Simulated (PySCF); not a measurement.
## Lu⁵⁸⁺: ionisation energy

Lu⁵⁸⁺ [Ne] 3s2 3p1 (2P) → Lu⁵⁹⁺ [Ne] 3s2 (1S), as a difference of total energies. Computed with PySCF 2.14 in an even-tempered Gaussian basis (17 s from 15 bohr⁻², ratio 2.5; 12 p from 19 bohr⁻², ratio 2.5; 4 d from 74 bohr⁻², ratio 2.7; 4 f from 110 bohr⁻², ratio 2.7), with the spin-free X2C one-electron Hamiltonian (Gaussian nucleus). Correlated levels: outer shells: 1s2 frozen; virtual orbitals above 40 to 60 times the deepest correlated orbital energy dropped. The calculations carry no spin-orbit coupling.

| method | ionisation energy (eV) |
| --- | --- |
| UHF | 5866.1 |
| LDA | 5867.7 |
| PBE | 5869.4 |
| PBE0 | 5868.9 |
| r2SCAN | 5868.7 |
| BP86 | 5870.3 |
| M06-L | 5866.7 |
| MP2 (outer shells) | 5866.7 |
| SCS-MP2 (outer shells) | 5866.6 |

A first-order spin-orbit estimate (lowest level to lowest level, LS coupling) adds 185.3 eV.

Breit and QED terms and the two-electron picture change are absent.

First order in ζ underestimates the shift of j = l − 1/2 levels at high Z.

For comparison: 6070 ± 6 eV (theoretical estimate listed by NIST; NIST Atomic Spectra Database, ionization energies).
